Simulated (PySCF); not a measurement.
C₄HCl₂F, SMILES C#CC(F)=C(Cl)Cl.

Geometry optimised at ωB97X-D3(BJ)/def2-SVP. The structure was generated by enumeration, and PubChem lists no compound with its InChIKey, so it may never have been made.

Two levels are set side by side: PBE/def2-TZVP (PySCF) and M06-2X/def2-TZVP (PySCF). Same geometry, gas phase. Differences are taken from unrounded values.

| quantity | PBE |
|---|---|
| orbital gap (eV) | 3.66 |
| highest occupied level (eV) | -6.02 |
| lowest empty level (eV) | -2.37 |
| dipole moment (D) | 1.34 |
| mean polarisability (bohr³) | 76.4 |

Question: These are the PBE values. What does M06-2X give? (The exact figures need the calculation; the answer reports its results.)

Answer: 
```
quantity                     M06-2X  PBE minus M06-2X
---------------------------  ------  ----------------
orbital gap (eV)               7.60             -3.94
highest occupied level (eV)   -8.31              2.29
lowest empty level (eV)       -0.71             -1.65
dipole moment (D)              1.62             -0.28
mean polarisability (bohr³)    72.7               3.7
```

Without exact exchange PBE keeps part of each electron's self-repulsion, which lifts occupied levels and narrows the gap. PBE's more diffuse valence density responds more strongly to a field. Differences between two approximate levels are no errors against the true value.

Rough cost on one machine, each run with all the roots and properties that it gave: M06-2X against PBE about 3 times.
